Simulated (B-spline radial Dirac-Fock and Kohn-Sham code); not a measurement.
**Binding energies of Se¹³⁺ at several levels of theory**

System: Se¹³⁺, 1s2 2s2 2p6 3s2 3p6 3d3.

The density-functional columns are spherical, spin-unpolarised Dirac-Kohn-Sham results without Breit or QED terms: −ε is minus the orbital energy of the initial state and ΔSCF the difference of two total energies. The reference in the last column comes from relaxed Dirac-Fock hole states (ΔSCF) with Breit and QED corrections and a finite nucleus. All numbers are from a radial finite-basis atomic code, in eV; a selection of levels is shown. For the 1s level of heavy atoms much of the gap between ΔSCF and the reference is the Breit and QED part, -27.5 eV here; for other levels the error of the functional can be larger.

| level | LDA −ε | LDA ΔSCF | Dirac-Fock |
| --- | --- | --- | --- |
| 1s | 12878.2 | 13105.8 | 13082.0 |
| 2s | 2006.1 | 2055.3 | 2085.0 |
| 2p1/2 | 1843.2 | 1900.8 | 1902.4 |
| 2p3/2 | 1801.4 | 1857.8 | 1861.2 |
| 3s | 560.5 | 581.2 | 593.6 |
| 3p1/2 | 504.5 | 525.4 | 526.6 |
| 3p3/2 | 497.0 | 517.7 | 519.2 |
| 3d | 403.0 | 425.2 | 423.6 |

Values without a named source are computed, but for edge energies of neutral atoms, which are taken from tables.
